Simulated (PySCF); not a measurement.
Computed Raman spectrum (relative Raman activity) of a molecule C3H7NOSi. The structure is a stationary point at PBE0-D3(BJ)/def2-SVP. One conformer was computed; it need not be the lowest. Level of theory: PBE0-D3(BJ)/def2-SVP (PySCF). Frequencies are harmonic and unscaled.

Lines under 2 % of the strongest are left out, and lines within 2 cm⁻¹ are merged.

ν (cm⁻¹): 191 (w), 231 (vw), 333 (w), 580 (vw), 646 (vw), 716 (vw), 763 (w), 787 (vw), 857 (w), 906 (w), 933 (w), 941 (vw), 958 (w), 1160 (vw), 1234 (vw), 1356 (w), 1412 (vw), 1437 (w), 2229 (s), 2233 (s), 2288 (vs), 3050 (vs), 3099 (s), 3485 (m), 3614 (s), 3899 (m) (against the strongest line: vs over 80 %, s over 45 %, m over 15 %, w over 4 %, vw less)

### Question
Which structure fits?
A. CC1=NC[SiH2]O1
B. C[C@@]1([SiH3])N=CO1
C. C#CCN[SiH2]O
D. O[C@H]1CN=C[SiH2]1

### Answer
C, C#CCN[SiH2]O
